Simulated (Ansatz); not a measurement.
A run for Ansatz (a program for electronic structure): R-PBE/def2-TZVPP on iminoborane (SMILES B=N).

Ansatz 0.2 input:
```yaml
crystal:
  periodic: [false, false, false]
  atoms:
    - {symbol: B, position_ang: [-0.00000000, -0.00000000, -0.69654409]}
    - {symbol: N, position_ang: [-0.00000000, -0.00000000, 0.54644523]}
    - {symbol: H, position_ang: [0.00000000, 0.00000000, -1.87255923]}
    - {symbol: H, position_ang: [0.00000000, 0.00000000, 1.54538267]}
basis:
  gaussian:
    orbitals: def2-TZVPP
hamiltonian:
  xc: {name: PBE}
accuracy: high
phonons: {}
scf: {lower_state_search: off}
```

It printed:

```
WARN ansatz: RAYON_NUM_THREADS=1 ignored (pool sized by the plan → 1); use --threads N
Functional definition: PBE
these checks for a lower state are left out or cut short: stability, starts, cluster_reference, orbital_swaps, neighbouring_geometries, increment
integrals: 0.10 GiB planned
1396 factors; integrals over basis functions are off by at most 2.0e-9 eV
mean field: 0.22 GiB planned
mean field evaluation 1: about -2186.8745 eV, gradient 7.1e1 eV
mean field evaluation 2: about -2137.1091 eV, gradient 1.4e2 eV
mean field evaluation 4: about -2196.1994 eV, gradient 1.3e1 eV
mean field evaluation 8: about -2196.5999 eV, gradient 3.3e-2 eV
mean field evaluation 16: about -2196.5999 eV, gradient 1.1e-7 eV
mean field -2196.59991828 eV, -80.7235580877 hartree, gradient 6.8e-9 eV, S^2 0.000000; 0 other end points of the search recorded, 0 dependent functions left out
the calculation of the forces begins
reference -2196.59992136 eV, -80.7235582009 hartree; 7, 7 occupied and 83, 83 virtual orbitals, 1396 factors
these checks for a lower state are left out or cut short: stability, starts, cluster_reference, orbital_swaps, neighbouring_geometries, increment
integrals: 0.10 GiB planned
1396 factors; integrals over basis functions are off by at most 2.0e-9 eV
mean field: 0.22 GiB planned
mean field -2196.59990437 eV, -80.7235575768 hartree, gradient 7.6e-8 eV, S^2 0.000000; 0 other end points of the search recorded, 0 dependent functions left out
the calculation of the forces begins
reference -2196.59990745 eV, -80.7235576900 hartree; 7, 7 occupied and 83, 83 virtual orbitals, 1396 factors
these checks for a lower state are left out or cut short: stability, starts, cluster_reference, orbital_swaps, neighbouring_geometries, increment
integrals: 0.10 GiB planned
1396 factors; integrals over basis functions are off by at most 2.0e-9 eV
mean field: 0.22 GiB planned
mean field evaluation 32: about -2196.5999 eV, gradient 7.6e-8 eV
mean field -2196.59990437 eV, -80.7235575768 hartree, gradient 7.6e-8 eV, S^2 0.000000; 0 other end points of the search recorded, 0 dependent functions left out
the calculation of the forces begins
reference -2196.59990745 eV, -80.7235576900 hartree; 7, 7 occupied and 83, 83 virtual orbitals, 1396 factors
these checks for a lower state are left out or cut short: stability, starts, cluster_reference, orbital_swaps, neighbouring_geometries, increment
integrals: 0.10 GiB planned
1396 factors; integrals over basis functions are off by at most 2.0e-9 eV
mean field: 0.22 GiB planned
mean field -2196.59990437 eV, -80.7235575768 hartree, gradient 7.6e-8 eV, S^2 0.000000; 0 other end points of the search recorded, 0 dependent functions left out
the calculation of the forces begins
reference -2196.59990745 eV, -80.7235576900 hartree; 7, 7 occupied and 83, 83 virtual orbitals, 1396 factors
these checks for a lower state are left out or cut short: stability, starts, cluster_reference, orbital_swaps, neighbouring_geometries, increment
integrals: 0.10 GiB planned
1396 factors; integrals over basis functions are off by at most 2.0e-9 eV
mean field: 0.22 GiB planned
mean field -2196.59990437 eV, -80.7235575768 hartree, gradient 7.6e-8 eV, S^2 0.000000; 0 other end points of the search recorded, 0 dependent functions left out
the calculation of the forces begins
reference -2196.59990745 eV, -80.7235576900 hartree; 7, 7 occupied and 83, 83 virtual orbitals, 1396 factors
these checks for a lower state are left out or cut short: stability, starts, cluster_reference, orbital_swaps, neighbouring_geometries, increment
integrals: 0.10 GiB planned
1396 factors; integrals over basis functions are off by at most 2.1e-9 eV
mean field: 0.22 GiB planned
mean field -2196.59957540 eV, -80.7235454875 hartree, gradient 3.3e-8 eV, S^2 0.000000; 0 other end points of the search recorded, 0 dependent functions left out
the calculation of the forces begins
reference -2196.59957849 eV, -80.7235456007 hartree; 7, 7 occupied and 83, 83 virtual orbitals, 1396 factors
these checks for a lower state are left out or cut short: stability, starts, cluster_reference, orbital_swaps, neighbouring_geometries, increment
integrals: 0.10 GiB planned
1396 factors; integrals over basis functions are off by at most 2.0e-9 eV
mean field: 0.22 GiB planned
mean field -2196.59957702 eV, -80.7235455467 hartree, gradient 3.4e-8 eV, S^2 0.000000; 0 other end points of the search recorded, 0 dependent functions left out
the calculation of the forces begins
reference -2196.59958010 eV, -80.7235456599 hartree; 7, 7 occupied and 83, 83 virtual orbitals, 1396 factors
these checks for a lower state are left out or cut short: stability, starts, cluster_reference, orbital_swaps, neighbouring
[...]
ce -2196.59950317 eV, -80.7235428327 hartree; 7, 7 occupied and 83, 83 virtual orbitals, 1396 factors
these checks for a lower state are left out or cut short: stability, starts, cluster_reference, orbital_swaps, neighbouring_geometries, increment
integrals: 0.10 GiB planned
1396 factors; integrals over basis functions are off by at most 2.0e-9 eV
mean field: 0.22 GiB planned
mean field -2196.59991395 eV, -80.7235579289 hartree, gradient 5.0e-8 eV, S^2 0.000000; 0 other end points of the search recorded, 0 dependent functions left out
the calculation of the forces begins
reference -2196.59991703 eV, -80.7235580421 hartree; 7, 7 occupied and 83, 83 virtual orbitals, 1396 factors
these checks for a lower state are left out or cut short: stability, starts, cluster_reference, orbital_swaps, neighbouring_geometries, increment
integrals: 0.10 GiB planned
1396 factors; integrals over basis functions are off by at most 2.0e-9 eV
mean field: 0.22 GiB planned
mean field -2196.59991395 eV, -80.7235579289 hartree, gradient 5.0e-8 eV, S^2 0.000000; 0 other end points of the search recorded, 0 dependent functions left out
the calculation of the forces begins
reference -2196.59991703 eV, -80.7235580421 hartree; 7, 7 occupied and 83, 83 virtual orbitals, 1396 factors
these checks for a lower state are left out or cut short: stability, starts, cluster_reference, orbital_swaps, neighbouring_geometries, increment
integrals: 0.10 GiB planned
1396 factors; integrals over basis functions are off by at most 2.0e-9 eV
mean field: 0.22 GiB planned
mean field -2196.59991395 eV, -80.7235579289 hartree, gradient 5.0e-8 eV, S^2 0.000000; 0 other end points of the search recorded, 0 dependent functions left out
the calculation of the forces begins
reference -2196.59991703 eV, -80.7235580421 hartree; 7, 7 occupied and 83, 83 virtual orbitals, 1396 factors
these checks for a lower state are left out or cut short: stability, starts, cluster_reference, orbital_swaps, neighbouring_geometries, increment
integrals: 0.10 GiB planned
1396 factors; integrals over basis functions are off by at most 2.0e-9 eV
mean field: 0.22 GiB planned
mean field evaluation 128: about -2196.5999 eV, gradient 2.7e-5 eV
mean field -2196.59991395 eV, -80.7235579289 hartree, gradient 5.0e-8 eV, S^2 0.000000; 0 other end points of the search recorded, 0 dependent functions left out
the calculation of the forces begins
reference -2196.59991703 eV, -80.7235580421 hartree; 7, 7 occupied and 83, 83 virtual orbitals, 1396 factors
these checks for a lower state are left out or cut short: stability, starts, cluster_reference, orbital_swaps, neighbouring_geometries, increment
integrals: 0.10 GiB planned
1396 factors; integrals over basis functions are off by at most 2.0e-9 eV
mean field: 0.22 GiB planned
mean field -2196.59983631 eV, -80.7235550756 hartree, gradient 1.9e-8 eV, S^2 0.000000; 0 other end points of the search recorded, 0 dependent functions left out
the calculation of the forces begins
reference -2196.59983939 eV, -80.7235551888 hartree; 7, 7 occupied and 83, 83 virtual orbitals, 1396 factors
these checks for a lower state are left out or cut short: stability, starts, cluster_reference, orbital_swaps, neighbouring_geometries, increment
integrals: 0.10 GiB planned
1396 factors; integrals over basis functions are off by at most 2.1e-9 eV
mean field: 0.22 GiB planned
mean field -2196.59983701 eV, -80.7235551013 hartree, gradient 3.2e-8 eV, S^2 0.000000; 0 other end points of the search recorded, 0 dependent functions left out
the calculation of the forces begins
reference -2196.59984009 eV, -80.7235552145 hartree; 7, 7 occupied and 83, 83 virtual orbitals, 1396 factors
these checks for a lower state are left out or cut short: stability, starts, cluster_reference, orbital_swaps, neighbouring_geometries, increment
integrals: 0.10 GiB planned
1396 factors; integrals over basis functions are off by at most 2.0e-9 eV
mean field: 0.22 GiB planned
mean field -2196.59991621 eV, -80.7235580119 hartree, gradient 3.8e-8 eV, S^2 0.000000; 0 other end points of the search recorded, 0 dependent functions left out
the calculation of the forces begins
reference -2196.59991929 eV, -80.7235581251 hartree; 7, 7 occupied and 83, 83 virtual orbitals, 1396 factors
these checks for a lower state are left out or cut short: stability, starts, cluster_reference, orbital_swaps, neighbouring_geometries, increment
integrals: 0.10 GiB planned
1396 factors; integrals over basis functions are off by at most 2.0e-9 eV
mean field: 0.22 GiB planned
mean field -2196.59991621 eV, -80.7235580119 hartree, gradient 3.8e-8 eV, S^2 0.000000; 0 other end points of the search recorded, 0 dependent functions left out
the calculation of the forces begins
reference -2196.59991929 eV, -80.7235581251 hartree; 7, 7 occupied and 83, 83 virtual orbitals, 1396 factors
these checks for a lower state are left out or cut short: stability, starts, cluster_reference, orbital_swaps, neighbouring_geometries, increment
integrals: 0.10 GiB planned
1396 factors; integrals over basis functions are off by at most 2.0e-9 eV
mean field: 0.22 GiB planned
mean field evaluation 160: about -2196.6004 eV, gradient 9.0e-2 eV
mean field -2196.59991621 eV, -80.7235580119 hartree, gradient 3.8e-8 eV, S^2 0.000000; 0 other end points of the search recorded, 0 dependent functions left out
the calculation of the forces begins
reference -2196.59991929 eV, -80.7235581251 hartree; 7, 7 occupied and 83, 83 virtual orbitals, 1396 factors
these checks for a lower state are left out or cut short: stability, starts, cluster_reference, orbital_swaps, neighbouring_geometries, increment
integrals: 0.10 GiB planned
1396 factors; integrals over basis functions are off by at most 2.0e-9 eV
mean field: 0.22 GiB planned
mean field -2196.59991621 eV, -80.7235580119 hartree, gradient 3.8e-8 eV, S^2 0.000000; 0 other end points of the search recorded, 0 dependent functions left out
the calculation of the forces begins
reference -2196.59991929 eV, -80.7235581251 hartree; 7, 7 occupied and 83, 83 virtual orbitals, 1396 factors
these checks for a lower state are left out or cut short: stability, starts, cluster_reference, orbital_swaps, neighbouring_geometries, increment
integrals: 0.10 GiB planned
1396 factors; integrals over basis functions are off by at most 2.0e-9 eV
mean field: 0.22 GiB planned
mean field -2196.59976550 eV, -80.7235524735 hartree, gradient 1.7e-8 eV, S^2 0.000000; 0 other end points of the search recorded, 0 dependent functions left out
the calculation of the forces begins
reference -2196.59976858 eV, -80.7235525867 hartree; 7, 7 occupied and 83, 83 virtual orbitals, 1396 factors
these checks for a lower state are left out or cut short: stability, starts, cluster_reference, orbital_swaps, neighbouring_geometries, increment
integrals: 0.10 GiB planned
1396 factors; integrals over basis functions are off by at most 2.0e-9 eV
mean field: 0.22 GiB planned
mean field -2196.59976383 eV, -80.7235524121 hartree, gradient 2.9e-8 eV, S^2 0.000000; 0 other end points of the search recorded, 0 dependent functions left out
the calculation of the forces begins
reference -2196.59976691 eV, -80.7235525253 hartree; 7, 7 occupied and 83, 83 virtual orbitals, 1396 factors
Total energy: -2196.59992136 eV, -80.7235582009 hartree
Atom 0 at    -0.000000    -0.000000    -0.696544 Å, force     0.000000    -0.000000     0.000024 eV/Å
Atom 1 at     0.000000     0.000000     0.546445 Å, force    -0.000000     0.000000    -0.000031 eV/Å
Atom 2 at     0.000000     0.000000    -1.872559 Å, force    -0.000000    -0.000000    -0.000006 eV/Å
Atom 3 at     0.000000     0.000000     1.545383 Å, force     0.000000    -0.000000     0.000013 eV/Å
Dipole moment:     0.000000    -0.000000     0.029444 e Å
Vibrations: 436.70 436.70 715.75 715.75 1800.06 2830.88 3794.98 cm⁻¹, zero-point energy 0.665226 eV
Checks for a lower state left out: stability, starts, cluster_reference, orbital_swaps, neighbouring_geometries, increment
```

The run converged.

Cost: about 60 core-seconds (a rough figure).
